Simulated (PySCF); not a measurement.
Isomers of C3H12SSi3, mass 163.997 u with the commonest isotopes. Method used: PBE0/pcSseg-1 in PySCF (dipole) on a GFN2-xTB geometry, gas phase. One conformer each, none proved a minimum here; rigid rotors.

Question: Order these by out-of-plane moment Σ m c² = (Ia + Ib − Ic)/2, largest first.
A. `[CH3:1][S:2][C@@H:3]1[CH2:4][Si@H:5]([SiH3:6])[SiH2:7]1` with C1–S2–C3–C4 -70°, S2–C3–C4–Si5 -138°, C3–C4–Si5–Si6 140°, C4–Si5–Si7–C3 -10°, S2–C3–Si7–Si5 136°
B. `[CH3:1][S:2][C@@H:3]1[CH2:4][Si@@H:5]([SiH3:6])[SiH2:7]1` with C1–S2–C3–C4 -71°, S2–C3–C4–Si5 -137°, C3–C4–Si5–Si6 -111°, C4–Si5–Si7–C3 -9°, S2–C3–Si7–Si5 135°
C. `[CH3:1][S:2][Si@@H:3]1[SiH2:4][CH2:5][C@H:6]1[SiH3:7]` with C1–S2–Si3–Si4 -89°, S2–Si3–Si4–C5 -122°, Si3–Si4–C5–C6 17°, Si4–C5–C6–Si7 -148°, S2–Si3–C6–C5 138°
D. `[CH2:1]=[CH:2][S:3][CH2:4][SiH:5]([SiH3:6])[SiH3:7]` with C1–C2–S3–C4 -3°, C2–S3–C4–Si5 -173°, S3–C4–Si5–Si6 -65°
E. `[CH2:1]=[C:2]([CH3:3])[SiH2:4][SiH2:5][S:6][SiH3:7]` with C1–C2–Si4–Si5 -129°, C2–Si4–Si5–S6 31°, Si4–Si5–S6–Si7 58°

Answer: E (119.83 u·Å²), D (75.43 u·Å²), A (60.51 u·Å²), B (43.64 u·Å²), C (39.28 u·Å²).

Question: Order these by radius of gyration √(Σ m r²/M), largest first.
A. `[CH3:1][S:2][Si@@H:3]1[SiH2:4][CH2:5][C@H:6]1[SiH3:7]` with C1–S2–Si3–Si4 -89°, S2–Si3–Si4–C5 -122°, Si3–Si4–C5–C6 17°, Si4–C5–C6–Si7 -148°, S2–Si3–C6–C5 138°
B. `[CH2:1]=[C:2]([CH3:3])[SiH2:4][SiH2:5][S:6][SiH3:7]` with C1–C2–Si4–Si5 -129°, C2–Si4–Si5–S6 31°, Si4–Si5–S6–Si7 58°
C. `[CH3:1][S:2][C@@H:3]1[CH2:4][Si@H:5]([SiH3:6])[SiH2:7]1` with C1–S2–C3–C4 -70°, S2–C3–C4–Si5 -138°, C3–C4–Si5–Si6 140°, C4–Si5–Si7–C3 -10°, S2–C3–Si7–Si5 136°

Answer: C (2.514 Å), A (2.367 Å), B (2.292 Å).

Question: Order these by rotational constant A, smallest first.
A. `[CH3:1][S:2][C@@H:3]1[CH2:4][Si@H:5]([SiH3:6])[SiH2:7]1` with C1–S2–C3–C4 -70°, S2–C3–C4–Si5 -138°, C3–C4–Si5–Si6 140°, C4–Si5–Si7–C3 -10°, S2–C3–Si7–Si5 136°
B. `[CH3:1][S:2][Si@@H:3]1[SiH2:4][CH2:5][C@H:6]1[SiH3:7]` with C1–S2–Si3–Si4 -89°, S2–Si3–Si4–C5 -122°, Si3–Si4–C5–C6 17°, Si4–C5–C6–Si7 -148°, S2–Si3–C6–C5 138°
C. `[CH3:1][S:2][C@@H:3]1[CH2:4][Si@@H:5]([SiH3:6])[SiH2:7]1` with C1–S2–C3–C4 -71°, S2–C3–C4–Si5 -137°, C3–C4–Si5–Si6 -111°, C4–Si5–Si7–C3 -9°, S2–C3–Si7–Si5 135°
D. `[CH2:1]=[C:2]([CH3:3])[SiH2:4][SiH2:5][S:6][SiH3:7]` with C1–C2–Si4–Si5 -129°, C2–Si4–Si5–S6 31°, Si4–Si5–S6–Si7 58°

Answer: D (1446 MHz), B (1504 MHz), A (2203 MHz), C (2391 MHz).

| SMILES | point group | Ia (u·Å²) | Ib (u·Å²) | Ic (u·Å²) | κ | μa (D) | μb (D) | μc (D) |
| --- | --- | --- | --- | --- | --- | --- | --- | --- |
| C=C(C)[SiH2][SiH2]S[SiH3] | C1 | 349.55 | 631.96 | 741.84 | -0.69 | 1.03 | 0.52 | 1.03 |
| CS[C@@H]1C[Si@H]([SiH3])[SiH2]1 | C1 | 229.42 | 867.52 | 975.92 | -0.92 | 0.28 | 0.68 | 1.46 |
| CS[C@@H]1C[Si@@H]([SiH3])[SiH2]1 | C1 | 211.37 | 875.21 | 999.29 | -0.92 | 0.70 | 1.27 | 0.47 |
| CS[Si@@H]1[SiH2]C[C@H]1[SiH3] | C1 | 336.03 | 622.36 | 879.83 | -0.49 | 0.42 | 1.20 | 0.80 |
| C=CSC[SiH]([SiH3])[SiH3] | C1 | 341.20 | 755.03 | 945.37 | -0.72 | 0.34 | 0.10 | 1.12 |
